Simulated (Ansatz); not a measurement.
Ansatz results at the PBE0-D4/def2-TZVP geometry: HOMO–LUMO gap (ωB97M-V/def2-TZVPP) 12.73 eV; LUMO energy (ωB97M-V/def2-TZVPP) 2.16 eV; LUMO energy (PBE0/def2-TZVPP) 0.41 eV.

Each molecule was computed in one conformer, which needn't be the lowest.

(1) Which molecule gave them?
A. `FCC([SiH3])Br`
B. `CC(F)([SiH3])Br`
C. `CC[SiH](F)Br`
D. `CO[SiH2]OC(C)=O`

## Answers

(1) C. The others give `CO[SiH2]OC(C)=O`: 12.81, 2.24, 0.02; `CC(F)([SiH3])Br`: 11.64, 1.45, -0.54; `FCC([SiH3])Br`: 11.64, 1.36, -0.64.
